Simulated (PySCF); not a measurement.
Ge(Cl)(OH)2(OMe) (CH₅ClGeO₃), SMILES C[O][Ge]([OH])([OH])[Cl]. Atoms are numbered in the order given.

```xyz
11

C      2.3803    -0.6085    -0.4950
O      1.0409    -0.9094    -0.8716
Ge    -0.3237    -0.1997     0.0270
O     -0.5427    -0.8215     1.6749
O     -1.7708    -0.6053    -0.9156
Cl     0.0338     1.9195     0.2620
H      2.6517    -1.0695     0.4814
H      3.0503    -1.0249    -1.2745
H      2.5610     0.4874    -0.4261
H     -1.0333    -1.6656     1.6340
H     -1.5456    -0.6269    -1.8661
```

Coordinates come from a PBE-D3(BJ)/def2-SVP optimisation. The values are those of a single conformer.

Method: PBE/pcSseg-1 (PySCF).

GIAO shieldings, no solvent; atoms listed in one row are averaged. δ = σ(ref) − σ: ¹³C against TMS (σ = 182.0 ppm); ¹⁷O against H2O (σ = 334.3 ppm); ⁷³Ge against GeH4 (σ = 1614.4 ppm); ³⁵Cl against HCl (σ = 936.5 ppm); ¹H against TMS (σ = 31.49 ppm), references at their B3LYP-D3(BJ)/def2-TZVP geometries, non-relativistic (without spin–orbit terms, shifts of atoms bonded to Cl or Br come out too high).

Problem. Estimate the chemical shifts. (The exact figures need the calculation; the answer reports its results.)

Solution. 
```csv
nucleus,atoms,count,δ (ppm)
¹³C,C1,1,60.7
¹⁷O,O2,1,104.2
¹⁷O,O5,1,89.2
¹⁷O,O4,1,84.7
⁷³Ge,Ge3,1,382.8
³⁵Cl,Cl6,1,69.1
¹H,"H7, H8, H9",3,4.42
¹H,H11,1,2.56
¹H,H10,1,2.27
```
